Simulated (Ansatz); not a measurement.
Input and output for Ga₂O₂ (the lowest singlet isomer of a short search).

```yaml
crystal:
  periodic: [false, false, false]
  atoms:
    - {symbol: Ga, position_ang: [0.663995, 0.635404, 0.004692]}
    - {symbol: Ga, position_ang: [-1.928715, -1.845612, -0.013550]}
    - {symbol: O, position_ang: [-0.601920, -0.577873, -0.006532]}
    - {symbol: O, position_ang: [1.866640, 1.788091, 0.015400]}
basis:
  gaussian: {orbitals: def2-SVP, final_grid: {core_spheres: 20, valence_spheres: 16, degree: 47}}
magnetization: {spin_polarized: true, initial_magnetization: 2}
hamiltonian: {xc: {name: revPBE}, dispersion: d3bj, pseudopotentials: {relativity: none}}
scf: {omitted_lower_state_checks: [starts]}
```

```sh
$ ansatz run in.yaml --threads 4 --pin off --events-out ev --progress --plain --max-ram 3916MiB
```

Shortened log:

```
Functional definition: revPBE
  name "revPBE"
  cite "Zhang & Yang, Phys. Rev. Lett. 80, 890 (1998) doi:10.1103/PhysRevLett.80.890"
  cite "Perdew, Burke & Ernzerhof, Phys. Rev. Lett. 77, 3865 (1996) doi:10.1103/PhysRevLett.77.3865"
  parameter kappa = 1.245
  parameter beta = 0.06672455060314922
  exchange = pbe_x(kappa = kappa, mu = beta*pi^2/3)
  correlation = pbe_c(beta = beta)
these checks for a lower state are left out or cut short: starts
996 factors; their error is unknown
mean field evaluation 1: about -108795.8195 eV, gradient 7.6e1 eV
mean field evaluation 2: about -108376.1441 eV, gradient 2.0e2 eV
mean field evaluation 4: about -108539.2341 eV, gradient 1.3e2 eV
mean field evaluation 8: about -108822.3488 eV, gradient 1.2e0 eV
mean field evaluation 16: about -108822.3115 eV, gradient 2.5e-2 eV
mean field -108822.31146685 eV, -3999.1461839946 hartree, gradient 7.0e-6 eV, S^2 2.003010; 0 other end points of the search recorded, 0 dependent functions left out
reference -108822.31151478 eV, -3999.1461857560 hartree; 40, 38 occupied and 52, 54 virtual orbitals, 996 factors
Total energy: -108822.48230355 eV, -3999.1524621278 hartree
Checks for a lower state left out: starts
```

It took 11 s on 4 threads of Arm Neoverse V2 on a shared host.
